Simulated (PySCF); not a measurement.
Point-charge models of `C[C@]1(F)CCS(=O)(=O)O1` against its computed dipole.

Coordinates (GFN2-xTB, Å) and charges (e) from the PBE0/pcSseg-1 density (PySCF):

```json
{"atom": "C1", "x": "2.019", "y": "0.748", "z": "-0.033", "Mulliken": "-0.1651", "IAO": "-0.4418", "Hirshfeld": "-0.1254", "ESP-fitted": "-0.6673"}
{"atom": "C2", "x": "0.578", "y": "0.462", "z": "0.358", "Mulliken": "+0.2582", "IAO": "+0.4797", "Hirshfeld": "+0.1693", "ESP-fitted": "+0.5003"}
{"atom": "F3", "x": "0.432", "y": "0.764", "z": "1.714", "Mulliken": "-0.3197", "IAO": "-0.3386", "Hirshfeld": "-0.1202", "ESP-fitted": "-0.2495"}
{"atom": "C4", "x": "0.151", "y": "-1.008", "z": "0.195", "Mulliken": "-0.2242", "IAO": "-0.2989", "Hirshfeld": "-0.0845", "ESP-fitted": "-0.1012"}
{"atom": "C5", "x": "-1.355", "y": "-0.983", "z": "0.283", "Mulliken": "-0.3324", "IAO": "-0.4694", "Hirshfeld": "-0.0733", "ESP-fitted": "-0.4164"}
{"atom": "S6", "x": "-1.693", "y": "0.488", "z": "-0.727", "Mulliken": "+1.1826", "IAO": "+2.1329", "Hirshfeld": "+0.5600", "ESP-fitted": "+1.0671"}
{"atom": "O7", "x": "-2.804", "y": "1.253", "z": "-0.279", "Mulliken": "-0.4777", "IAO": "-0.8369", "Hirshfeld": "-0.2936", "ESP-fitted": "-0.4780"}
{"atom": "O8", "x": "-1.621", "y": "0.144", "z": "-2.109", "Mulliken": "-0.4999", "IAO": "-0.8625", "Hirshfeld": "-0.3063", "ESP-fitted": "-0.4885"}
{"atom": "O9", "x": "-0.301", "y": "1.267", "z": "-0.332", "Mulliken": "-0.5156", "IAO": "-0.5640", "Hirshfeld": "-0.1389", "ESP-fitted": "-0.3428"}
{"atom": "H10", "x": "2.147", "y": "0.563", "z": "-1.094", "Mulliken": "+0.1310", "IAO": "+0.1626", "Hirshfeld": "+0.0552", "ESP-fitted": "+0.1964"}
{"atom": "H11", "x": "2.686", "y": "0.112", "z": "0.543", "Mulliken": "+0.1291", "IAO": "+0.1597", "Hirshfeld": "+0.0548", "ESP-fitted": "+0.1868"}
{"atom": "H12", "x": "2.241", "y": "1.790", "z": "0.179", "Mulliken": "+0.1466", "IAO": "+0.1711", "Hirshfeld": "+0.0560", "ESP-fitted": "+0.2265"}
{"atom": "H13", "x": "0.622", "y": "-1.615", "z": "0.967", "Mulliken": "+0.1638", "IAO": "+0.1707", "Hirshfeld": "+0.0605", "ESP-fitted": "+0.1127"}
{"atom": "H14", "x": "0.461", "y": "-1.352", "z": "-0.792", "Mulliken": "+0.1565", "IAO": "+0.1627", "Hirshfeld": "+0.0527", "ESP-fitted": "+0.0847"}
{"atom": "H15", "x": "-1.846", "y": "-1.835", "z": "-0.171", "Mulliken": "+0.1820", "IAO": "+0.1872", "Hirshfeld": "+0.0716", "ESP-fitted": "+0.1929"}
{"atom": "H16", "x": "-1.723", "y": "-0.790", "z": "1.286", "Mulliken": "+0.1847", "IAO": "+0.1855", "Hirshfeld": "+0.0622", "ESP-fitted": "+0.1762"}
```

Q: Form Σ q r in debye for every column and set it beside the full dipole.

A: The full density gives (3.30, -3.73, 1.45) D, 5.19 D in size; dipole vectors point from the negative to the positive end.

```csv
scheme,μx,μy,μz,size (D),share of the full size (%),angle to the full dipole (°)
Mulliken,4.19,-5.03,0.50,6.57,127,12
IAO,3.89,-4.90,1.37,6.41,124,5
Hirshfeld,2.43,-2.29,1.21,3.55,68,6
ESP-fitted,3.32,-3.76,1.44,5.22,101,0
```

Q: Which set comes closest?

A: Length of the difference vector: ESP-fitted 0.03 D, IAO 1.31 D, Hirshfeld 1.70 D, Mulliken 1.83 D. Closest: ESP-fitted. The schemes that divide the density aren't constrained to reproduce the dipole.

Q: What is left for the Hirshfeld atoms' own dipoles?

A: The shares of the density sum to the whole, so what Σ q r misses lies in dipoles about the nuclei. The atomic dipoles sum to (3.30, -3.73, 1.45) − (2.43, -2.29, 1.21) = (0.87, -1.44, 0.24) D, 1.70 D in size.

Q: With the origin at the mean of the coordinates, (0.000, 0.001, -0.001) Å, which are the largest single terms, by size, of the ESP-fitted dipole along the direction of the full one?

A: S6 -8.36, O7 +6.34, O8 +4.04, C1 -2.37, O9 +1.97 D; all 16 atoms together +5.22 D. The single terms depend on the origin, their sum doesn't.

Q: Give the size of the full dipole in other units.

A: 5.19 D = 2.042 au = 1.081 e·Å = 17.31 × 10⁻³⁰ C·m.

Geometry: GFN2-xTB, one conformer, isolated molecule.
